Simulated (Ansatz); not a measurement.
A nudged elastic band was laid between two geometries of Cl2H2Sn + H2O (8 atoms, charge 0, multiplicity 1).

Level of theory: Ansatz 0.2.0, RKS PBE-D4/def2-SVP.

| Quantity | Value |
| --- | --- |
| movable images | 9 |
| climbing image | yes |
| spring | 5.0 eV/Å² |
| optimiser | quadratic models (default) |
| start path | through a guess of the saddle point |
| force threshold | 0.05 eV/Å |
| iteration limit | 60 |
| end points | relaxed |

Image 0:

```xyz
8
Properties=species:S:1:pos:R:3
Sn -0.091 0.179 0.179
H 0.001 0.733 1.802
Cl 2.032 -0.159 -0.912
H -0.792 1.314 -0.927
Cl -1.583 -1.681 -0.173
O 1.012 -1.843 1.397
H 1.759 -1.900 0.762
H 0.359 -2.493 1.057
```

Image 10:

```xyz
8
Properties=species:S:1:pos:R:3
Sn -0.210 -0.492 -0.763
H 1.560 -0.222 3.544
Cl 1.891 0.001 -1.717
H -1.163 0.908 -0.496
Cl -1.256 -2.021 -2.224
O 0.071 -1.379 1.002
H 0.639 -2.169 0.907
H 1.163 -0.475 2.933
```

Problem. What changes between the two ends?

Solution. Bonds broken: Sn1–H2, O6–H8. Bonds formed: Sn1–O6, H2–H8. Cl2H2Sn + H2O becomes Cl2H2OSn + H2.

Problem. Give the energies along the band, and the barrier.

Solution. The run converged. The highest image is number 4 of 0 to 10, 143.6 kJ/mol above the first end and 108.7 kJ/mol above the last; the last end lies 34.9 kJ/mol above the first. A vibrational analysis at the climbing image gives one clearly imaginary mode, 1241i cm⁻¹: a first-order saddle point. The orbitals stay closed-shell, which can raise the energy where a bond breaks towards radicals; this wasn't checked here.

| image | path coordinate (Å) | energy (kJ/mol) | Sn1–H2 (Å) | O6–H8 (Å) | Sn1–O6 (Å) |
| --- | --- | --- | --- | --- | --- |
| 0 | 0.00 | 0.0 | 1.72 | 0.98 | 2.61 |
| 1 | 1.13 | 11.3 | 1.72 | 0.98 | 2.74 |
| 2 | 2.26 | 15.5 | 1.72 | 0.98 | 2.73 |
| 3 | 3.38 | 42.8 | 1.75 | 0.98 | 2.59 |
| 4 | 4.51 | 143.6 | 2.10 | 1.24 | 2.17 |
| 5 | 5.42 | 58.5 | 2.66 | 1.88 | 2.02 |
| 6 | 6.32 | 38.2 | 3.30 | 2.31 | 2.00 |
| 7 | 7.22 | 36.2 | 3.78 | 2.44 | 1.99 |
| 8 | 8.11 | 35.7 | 4.19 | 2.40 | 1.99 |
| 9 | 9.01 | 35.2 | 4.60 | 2.38 | 1.99 |
| 10 | 9.90 | 34.9 | 4.66 | 2.40 | 2.00 |

Problem. What is the geometry of the highest image?

Solution. 
```xyz
8
Properties=species:S:1:pos:R:3
Sn 0.119 -0.283 -0.154
H 0.778 0.276 1.761
Cl 2.024 0.346 -1.378
H -1.104 0.931 -0.047
Cl -0.998 -1.951 -1.452
O 0.817 -1.820 1.206
H 0.232 -2.585 1.400
H 0.827 -0.763 1.849
```

Problem. What are the harmonic wavenumbers there?

Solution. 1241i, 48, 119, 159, 237, 343, 367, 404, 471, 492, 684, 792, 848, 1273, 1599, 1733, 1840, 3632 cm⁻¹.

The band took 34 iterations and roughly 14 core-minutes.

The run took 7.2 min on 2 threads of AMD EPYC 7R43 64-Core Processor (Zen 3) (shared host), peak memory 0.15 GiB.
